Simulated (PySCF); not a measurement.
SMILES [SiH3]C[Si](Cl)(Cl)Cl (CH5Cl3Si2) (GFN2-xTB optimised geometry):

```
11

Si     0.998     0.397    -1.504
C      0.154    -0.434     0.000
Si    -1.741    -0.434     0.000
Cl    -2.457    -1.379     1.645
Cl    -2.444     1.463     0.000
Cl    -2.448    -1.387    -1.637
H      2.444     0.299    -1.293
H      0.617    -0.314    -2.723
H      0.591     1.799    -1.573
H      0.506     0.061     0.905
H      0.507    -1.463     0.065
```

Method: B3LYP/def2-TZVP (PySCF).

What are the frontier orbital energies and the dipole moment?

HOMO-2 -9.17 eV, HOMO-1 -8.90 eV, HOMO -8.74 eV, LUMO -0.08 eV, LUMO+1 0.27 eV; dipole moment 1.66 D.

On the same geometry PySCF with PBE/def2-TZVP gives HOMO-2 -8.04 eV, HOMO-1 -7.78 eV, HOMO -7.70 eV, LUMO -0.81 eV, LUMO+1 -0.37 eV; dipole moment 1.60 D.

Meta-Löwdin charges at B3LYP/def2-TZVP: Si1 0.53, C2 -0.69, Si3 0.99, Cl4 -0.27, Cl5 -0.27, Cl6 -0.27, H7 -0.10, H8 -0.10, H9 -0.10, H10 0.14, H11 0.14.
